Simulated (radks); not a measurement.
Valence configurations of the mercury ion Hg3+ (all share [Xe]). All-electron calculation, Dirac Kohn-Sham, PBE, spin-unpolarised, spherical densities, point nucleus; open shells fill j = l - 1/2 first. Program: a radial shooting solver on a logarithmic mesh with Libxc functionals. Energies are relative to 4f14 5d9; eigenvalues in eV.

4f14 5d9: E (eV) 0.000; e(4f5/2) -132.24; e(4f7/2) -128.04; e(5d3/2) -43.641; e(5d5/2) -41.573
4f13 5d9 6p1: E (eV) 110.19; e(4f5/2) -150.47; e(4f7/2) -146.14; e(5d3/2) -49.769; e(5d5/2) -47.436; e(6p1/2) -27.909
4f14 5d8 6p1: E (eV) 16.887; e(4f5/2) -137.70; e(4f7/2) -133.50; e(5d3/2) -47.727; e(5d5/2) -45.553; e(6p1/2) -27.570
4f14 5d8.5 6p0.5: E (eV) 8.171; e(4f5/2) -134.95; e(4f7/2) -130.76; e(5d3/2) -45.684; e(5d5/2) -43.563; e(6p1/2) -26.681
4f12 5d8 6s2 6p1: E (eV) 241.77; e(4f5/2) -173.07; e(4f7/2) -168.61; e(5d3/2) -58.452; e(5d5/2) -55.767; e(6p1/2) -30.657
4f13.5 5d9 6s0.5: E (eV) 48.793; e(4f5/2) -140.66; e(4f7/2) -136.41; e(5d3/2) -46.141; e(5d5/2) -43.949
4f13 5d9 6s0.5 6p0.5: E (eV) 105.74; e(4f5/2) -149.88; e(4f7/2) -145.56; e(5d3/2) -49.245; e(5d5/2) -46.919; e(6p1/2) -27.613
4f14 5d8 6s1: E (eV) 8.159; e(4f5/2) -136.52; e(4f7/2) -132.33; e(5d3/2) -46.687; e(5d5/2) -44.528
4f13.5 5d9.5: E (eV) 44.563; e(4f5/2) -138.50; e(4f7/2) -134.25; e(5d3/2) -44.593; e(5d5/2) -42.447
4f13 5d10: E (eV) 91.813; e(4f5/2) -144.86; e(4f7/2) -140.53; e(5d3/2) -45.540; e(5d5/2) -43.315

NIST lists [Xe] 4f14 5d9 as the ground configuration; this level of theory agrees among the configurations tried. The energies are those of spherical spin-averaged densities, not of single terms.
